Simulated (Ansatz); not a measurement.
Program: Ansatz. Geometries: PBE0-D4/def2-TZVP. ΔE: electronic, gas phase. CCSD(T)/CBS adds triple-zeta CCSD(T) − MP2 to the extrapolated MP2 energy (def2 sets, frozen cores). This one scheme is used for every species. Functionals use def2-TZVPP. Triplets are unrestricted, without spin–orbit coupling. For Se outer-core shells are correlated without core-valence functions, which leaves a few kJ/mol of doubt a bond. Scalar relativity is left out up to krypton. One conformer a species, not always the lowest.

`C/N=C/[SeH]` → `[CH2]` (triplet) + `N=C[SeH]`  (formal loss of a carbene)

`C/N=C/[SeH]`:

Z-matrix (Å, degrees):
```
C
N 1 1.440
H 1 1.100 2 113.6
H 1 1.093 2 109.2 3 121.7
H 1 1.093 2 109.2 3 -121.7
C 2 1.252 1 118.2 3 0.1
Se 6 1.901 2 120.1 1 180.0
H 6 1.098 2 124.7 1 -0.0
H 7 1.468 6 94.0 2 -179.9
```

`[CH2]` (triplet):

Cartesian coordinates in Å:
```
C 0.003 -0.170 0.217
H -0.930 0.364 0.121
H 0.927 -0.193 -0.338
```

`N=C[SeH]`:

```xyz
6

N    -0.035   -1.341   -0.480
C     0.074   -0.134   -0.150
Se   -0.878    0.517    1.364
H     0.526   -1.552   -1.304
H     0.680    0.625   -0.655
H    -0.367    1.886    1.225
```

CCSD(T)/CBS gives +419.0 kJ/mol.

Problem. Another level gave +412.5 kJ/mol. Which?
A. r2SCAN-D4/def2-TZVPP
B. B2PLYP/def2-TZVPP
C. PBE-D4/def2-TZVPP
D. ωB97M-V/def2-TZVPP

Solution. B. B2PLYP 412.5, PBE-D4 428.4, r2SCAN-D4 398.0, ωB97M-V 421.0 kJ/mol.

Largest T1 diagnostic among the species: 0.012.

In def2-TZVPP, CCSD(T) changes the Hartree–Fock value by +133.8 kJ/mol (the triples alone add +11.5 kJ/mol) and MP2 by +147.4 kJ/mol. The D4 term adds +8.6 kJ/mol with B3LYP and +4.7 kJ/mol with PBE0; it sums over pairs of atoms, weighted by their polarisabilities, and B3LYP, whose exchange is more repulsive, gets the larger term. From PBE to PBE0 (25 % exact exchange), in def2-TZVPP and without D4, ΔE moves by −9.0 kJ/mol.

B3LYP here is the variant with VWN-RPA as its local correlation; programs differ in this.
